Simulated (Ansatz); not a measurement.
Reaction (formal exchange of groups at the Al–Al bond): `C[CH]([SiH3])[AlH][AlH2]` + `C=C(N)S` → `C=[C]([AlH2])S` + `C[CH]([SiH3])[AlH][NH2]`

Gas-phase electronic energies from Ansatz, PBE0-D4/def2-TZVP geometries. CCSD(T)/CBS adds triple-zeta CCSD(T) − MP2 to the extrapolated MP2 energy (def2 sets, frozen cores). DFT in def2-TZVPP. One conformer a species, not always the lowest.

`C[CH]([SiH3])[AlH][AlH2]`:

Z-matrix (Å, degrees):
```
C
C 1 1.535
H 1 1.095 2 112.4
H 1 1.094 2 112.3 3 -120.7
H 1 1.095 2 111.3 3 119.5
Si 2 1.870 1 111.4 3 -57.5
Al 2 1.970 1 114.3 3 178.6
H 2 1.100 1 110.8 3 59.2
H 6 1.494 2 110.2 1 -70.5
H 6 1.488 2 111.2 1 170.1
H 6 1.491 2 111.6 1 48.3
Al 7 2.594 2 120.2 1 12.8
H 7 1.598 2 116.7 1 -167.4
H 12 1.597 7 121.9 2 -90.8
H 12 1.596 7 122.4 2 88.7
```

`C=C(N)S`:

Cartesian coordinates in Å:
```
C 0.172 1.035 -0.569
C 0.109 -0.118 0.099
N -0.645 -0.345 1.237
S 1.085 -1.544 -0.286
H -0.495 1.851 -0.316
H 0.898 1.198 -1.351
H -1.114 -1.237 1.270
H -1.240 0.424 1.504
H 1.230 -1.264 -1.588
```

`C=[C]([AlH2])S`:

Z-matrix (Å, degrees):
```
C
C 1 1.340
H 1 1.086 2 120.3
H 1 1.089 2 123.6 3 180.0
Al 2 1.942 1 118.3 3 -0.1
S 2 1.757 1 120.0 3 180.0
H 5 1.584 2 118.0 1 0.2
H 5 1.587 2 118.7 1 -179.8
H 6 1.342 2 97.6 1 180.0
```

`C[CH]([SiH3])[AlH][NH2]`:

Cartesian coordinates in Å:
```
C -0.135 1.572 0.016
C -0.647 0.163 0.352
Si -1.698 -0.530 -1.027
Al 0.778 -1.091 0.838
N 2.455 -0.580 0.612
H 0.504 1.561 -0.873
H -0.953 2.270 -0.193
H 0.456 2.003 0.829
H -1.313 0.198 1.227
H -0.879 -0.711 -2.261
H -2.261 -1.859 -0.655
H -2.829 0.378 -1.374
H 0.515 -2.536 1.434
H 3.259 -1.148 0.825
H 2.749 0.312 0.249
```

```tsv
level	ΔE (kcal/mol)
ωB97M-V	-40.2
MP2/def2-TZVPP	-41.3
```

Problem. What does CCSD(T)/CBS give? (Best estimate.)

Solution. Computed: -39.3 kcal/mol. The listed levels differ from it by -0.9, -2.0 kcal/mol.

Largest T1 diagnostic among the species: 0.012.
